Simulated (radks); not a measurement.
Question: The table gives one normalised radial function P(r) = r R(r) of La in [Xe] 5d1 6s2 (r in bohr). Calculated with a radial shooting solver on a logarithmic mesh with Libxc functionals: scalar-relativistic Kohn-Sham, PBEsol, spin-polarised, spherical densities, finite nucleus; open shells are filled with parallel spins first (spin-orbit coupling, left out, can overturn this in heavy ions); Fermi nuclear charge, rms radius 4.855 fm; hard spherical wall at 15 bohr.

| r | P |
|---|---|
| 0.004835 | 0.0099 |
| 0.006552 | 0.0166 |
| 0.008951 | 0.0278 |
| 0.01223 | 0.0455 |
| 0.01657 | 0.0713 |
| 0.02264 | 0.1077 |
| 0.03093 | 0.1516 |
| 0.04192 | 0.1907 |
| 0.05727 | 0.2029 |
| 0.07824 | 0.1514 |
| 0.106 | 0.0165 |
| 0.1449 | -0.1757 |
| 0.1979 | -0.2967 |
| 0.2682 | -0.1932 |
| 0.3664 | 0.1455 |
| 0.5006 | 0.4349 |
| 0.6784 | 0.3161 |
| 0.9269 | -0.2183 |
| 1.266 | -0.7385 |
| 1.716 | -0.8530 |
| 2.344 | -0.5888 |
| 3.203 | -0.2566 |
| 4.341 | -0.0717 |
| 5.93 | -0.0107 |
| 8.102 | -0.0007 |
| 10.98 | 0.0000 |
| 15 | 0.0000 |

Which n and l does it have? It may be an empty orbital.

Answer: n = 5, l = 1: the number of nodes gives n - l - 1 = 3, the rise at small r (about r^(l+1), flatter next to the nucleus through relativity) gives l, and the extent must fit the shell. The curve is that of 5p up; the table hardly tells the two spins apart. 5p up: eigenvalue -22.560 eV, 3 radial nodes at r = 0.109, 0.325, 0.829 bohr, <r> = 1.81 bohr, 90 % of the charge inside 2.64 bohr.
